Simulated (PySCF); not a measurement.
Match the calculated data to a structure.

All candidates are C6H11B.

| technique | computed result |
| --- | --- |
| Couplings | largest of the computed one-bond spin–spin couplings (means over like bonds): 13C–1H +173.8, 13C–1H +169.5, 13C–1H +169.3, 13C–1H +169.3, 13C–1H +168.3, 13C–1H +167.7, 13C–1H +167.6, 13C–1H +165.3 Hz [B3LYP/pcJ-1, spin–dipole term left out] |
| 1H NMR | chemical shifts (computed TMS as zero) by class: 6.78 (2 H), 1.39 (1 H), 1.29 (1 H), 1.16 (1 H), 0.64 (1 H), 0.54 (1 H), 0.47 (1 H), 0.33 (1 H), 0.06 (1 H), 0.01 (1 H) ppm [GIAO PBE0/pcSseg-1] |
| 13C NMR | chemical shifts (computed TMS as zero) by class: 32.9 (1 C), 27.8 (1 C), 22.9 (1 C), 17.8 (1 C), 8.0 (1 C), 7.1 (1 C) ppm [GIAO PBE0/pcSseg-1] |
| UV, strongest line | among the 10 lowest singlet transitions: S3 at 6.70 eV (185 nm, f = 0.155) [TDDFT wB97X-D/def2-SVPD] |
| Rotational structure | rotational constants A, B, C: 5.843, 1.623, 1.426 GHz [PBE0-D3(BJ)/def2-SVP] |
| Valence photoelectron | vertical ionisation energy: 9.34 eV [ΔSCF wB97X-D/def2-SVPD] |
| UV, first state | lowest singlet excitation: 5.75 eV (216 nm, f = 0.044) [TDDFT wB97X-D/def2-SVPD] |
| NMR, other nuclei | isotropic shieldings of nuclei other than C and H, by class: 20 (1 B) ppm [GIAO PBE0/pcSseg-1] |
| Triplet | lowest triplet excitation (Tamm–Dancoff): 5.17 eV [TDA wB97X-D/def2-SVPD] |
| Dipole | 1.44 D [wB97X-D/def2-SVPD] |

Electronic properties: PySCF, gas phase, density fitting. Levels stand in brackets. Isolated species at its PBE0-D3(BJ)/def2-SVP geometry (one conformer only). NMR classes are plain means over equivalent atoms (diastereotopic ones count apart unless rotation or inversion swaps them), as if these changed places fast.

Question: Which candidate is it?
A. `B[C@@H]1C[C@@H]1C1CC1`
B. `B/C(=C/C)C(=C)C`
C. `CC=C=CB(C)C`
D. `B[C@@H]1C[C@H]1C1CC1`
E. `C=C[C@@H]1BCCC1`

Answer: D. It is `B[C@@H]1C[C@H]1C1CC1`. Numbering: `[BH2:1][C@@H:2]1[CH2:3][C@H:4]1[CH:5]1[CH2:6][CH2:7]1`. 6 carbons fall into 6 classes; from least to most shielded: three-membered-ring carbon [C4] (32.9 ppm), ring sp3 carbon bound to boron [C2] (27.8 ppm), three-membered-ring carbon [C3] (22.9 ppm), three-membered-ring carbon [C5] (17.8 ppm), three-membered-ring carbon [C6] (8.0 ppm), three-membered-ring carbon [C7] (7.1 ppm). Hydrogen classes from least to most shielded: 2 H on a three-coordinate boron, B1 (6.78 ppm, a mean of values up to 1.1 ppm apart in this geometry), 1 H on a three-membered-ring carbon, C3 (1.39 ppm), 1 H on a three-membered-ring carbon, C3 (1.29 ppm), 1 H on an sp3 carbon bound to boron, C2 (1.16 ppm), 1 H on a three-membered-ring carbon, C6 (0.64 ppm), 1 H on a three-membered-ring carbon, C7 (0.54 ppm), 1 H on a three-membered-ring carbon, C4 (0.47 ppm), 1 H on a three-membered-ring carbon, C6 (0.33 ppm), 1 H on a three-membered-ring carbon, C7 (0.06 ppm), 1 H on a three-membered-ring carbon, C5 (0.01 ppm). The other shieldings belong to: 20 ppm, three-coordinate boron [B1]. The couplings run between: +173.8 Hz, three-membered-ring carbon [C3] and its hydrogen; +169.5 Hz, three-membered-ring carbon [C6] and its hydrogen; +169.3 Hz, three-membered-ring carbon [C7] and its hydrogen; +169.3 Hz, three-membered-ring carbon [C3] and its hydrogen; +168.3 Hz, three-membered-ring carbon [C4] and its hydrogen; +167.7 Hz, three-membered-ring carbon [C6] and its hydrogen; +167.6 Hz, three-membered-ring carbon [C7] and its hydrogen; +165.3 Hz, three-membered-ring carbon [C5] and its hydrogen. The first electron is taken from the HOMO, whose largest Löwdin shares are 0.17 on each of 2 atoms of one kind (three-membered-ring carbon), 0.16 on the sp3 carbon bound to boron and 0.12 on a three-membered-ring carbon. The optimised geometry has point group C1 and is an asymmetric top.

The others, at the same levels:
- `CC=C=CB(C)C` fails: it has 5 carbon classes against 6; its computed 13C shifts are 234.5 (1 C), 97.0 (1 C), 85.0 (1 C), 15.3 (1 C), 12.9 (2 C) ppm, 1H shifts are 5.80 (1 H), 5.20 (1 H), 1.76 (3 H), 0.85 (6 H) ppm and lowest singlet excitation is 4.57 eV (272 nm, f = 0.000) (against 5.75 eV).
- `B[C@@H]1C[C@@H]1C1CC1` fails: its computed 1H shifts are 7.31 (2 H), 1.45 (1 H), 1.33 (1 H), 1.31 (1 H), 0.73 (1 H), 0.68 (1 H), 0.64 (1 H), 0.41 (1 H), 0.19 (1 H), 0.16 (1 H) ppm, strongest line among the 10 lowest singlet transitions is S3 at 6.43 eV (193 nm, f = 0.121) (against S3 at 6.70 eV) and rotational constant A is 5.271 GHz (against 5.843 GHz).
- `B/C(=C/C)C(=C)C` fails: its computed 13C shifts are 176.0 (1 C), 164.3 (1 C), 156.2 (1 C), 119.5 (1 C), 26.7 (1 C), 20.5 (1 C) ppm, 1H shifts are 7.09 (1 H), 6.68 (2 H), 5.33 (1 H), 4.72 (1 H), 2.18 (3 H), 2.04 (3 H) ppm and lowest singlet excitation is 4.64 eV (267 nm, f = 0.040) (against 5.75 eV).
- `C=C[C@@H]1BCCC1` fails: its computed lowest singlet excitation is 5.28 eV (235 nm, f = 0.011) (against 5.75 eV), vertical ionisation energy is 9.01 eV (against 9.34 eV) and lowest triplet excitation (Tamm–Dancoff) is 4.34 eV (against 5.17 eV).

Each candidate is one conformer, not necessarily the lowest. Dipoles, sizes and rotational constants follow the conformer. The torsions of the flexible species, by atom-mapped SMILES:
- `[BH2:1][C@@H:2]1[CH2:3][C@H:4]1[CH:5]1[CH2:6][CH2:7]1`: C3–C4–C5–C6 -116°
- `[CH3:1][CH:2]=[C:3]=[CH:4][B:5]([CH3:6])[CH3:7]`: C3–C4–B5–C6 -176°
- `[BH2:1][C@@H:2]1[CH2:3][C@@H:4]1[CH:5]1[CH2:6][CH2:7]1`: C3–C4–C5–C6 116°
- `[BH2:1]/[C:2](=[CH:3]/[CH3:4])[C:5](=[CH2:6])[CH3:7]`: B1–C2–C5–C6 118°

The conformers of `C=C[C@@H]1BCCC1` aren't listed.
